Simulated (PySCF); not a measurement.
SrF2, SMILES [F][Sr][F].

The structure is a stationary point at B3LYP-D3(BJ)/def2-TZVP. The isomer is the one that the SMILES or the coordinates give; other isomers of the formula were not compared. The def2 effective core potentials stand for the cores of Sr; spin–orbit coupling is left out.

These are C-PCM-B3LYP/def2-SVP run with PySCF values and carry that method's errors.

The values are the electrostatic part of the solvation free energy, E(continuum) − E(gas) at the gas-phase geometry, in a cavity of scaled van der Waals radii (PySCF's table); cavitation and dispersion terms are not included. A continuum can't describe solvent molecules that bind to the metal. In vacuum the orbital gap is 5.67 eV. The dipole moment in vacuum is 5.96 D.

Question: Estimate the values in water (ε = 78.36), chloroform (ε = 4.71), 1-octanol (ε = 9.86). (The exact figures need the calculation; the answer reports its results.)

Answer: 
```csv
solvent,ε,ΔG(elec) (kcal/mol),dipole (D),gap (eV)
water,78.36,-19.8,6.57,6.97
chloroform,4.71,-15.5,6.44,6.71
1-octanol,9.86,-17.9,6.51,6.85
```
